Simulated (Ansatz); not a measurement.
Molecule: KF (charge -1, doublet). SMILES of the parent species: [F][K]

Atoms: K1, F2. Bonds: K1-F2.

Bond lengths (Å) and angles (degrees) optimised at HF/STO-3G with Ansatz (a first-principles code); HF/6-31G* with LANL2DZ past Ar with Ansatz; PBE/6-31G* with LANL2DZ past Ar with Ansatz; B3LYP/LANL2DZ with Ansatz, each started from the B3LYP-D3(BJ)/def2-TZVP structure (Ansatz) of the last column. A row stands for all coordinates that are equal there. 6-31G* holds six Cartesian d functions.

| coordinate | HF/STO-3G | HF/6-31G* with LANL2DZ past Ar | PBE/6-31G* with LANL2DZ past Ar | B3LYP/LANL2DZ | B3LYP-D3(BJ)/def2-TZVP |
|---|---|---|---|---|---|
| K1-F2 | 2.610 | 2.316 | 2.370 | 2.373 | 2.295 |

Mean signed difference of all 1 bond lengths from B3LYP-D3(BJ)/def2-TZVP: HF/STO-3G 0.315 Å, HF/6-31G* with LANL2DZ past Ar 0.021 Å, PBE/6-31G* with LANL2DZ past Ar 0.076 Å, B3LYP/LANL2DZ 0.078 Å.
